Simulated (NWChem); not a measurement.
Molecule: AuCl; SMILES [Cl][Au]

```xyz
2

Au     0.0000     0.0000    -0.4041
Cl     0.0000     0.0000     1.8489
```
Atoms are numbered in this order, from 1.

All runs: NWChem. Geometry: optimised at PBE0/def2-SVP. def2 effective core potentials on Au; no spin-orbit coupling. Static field.

Q: Order these by “isotropic polarisability (bohr³)”, lowest first: Hartree-Fock/def2-TZVP; Hartree-Fock/def2-SVPD; Hartree-Fock/def2-TZVPD; Hartree-Fock/def2-SVP.

A: Hartree-Fock/def2-SVP (31.0), Hartree-Fock/def2-TZVP (34.3), Hartree-Fock/def2-SVPD (38.4), Hartree-Fock/def2-TZVPD (39.6)
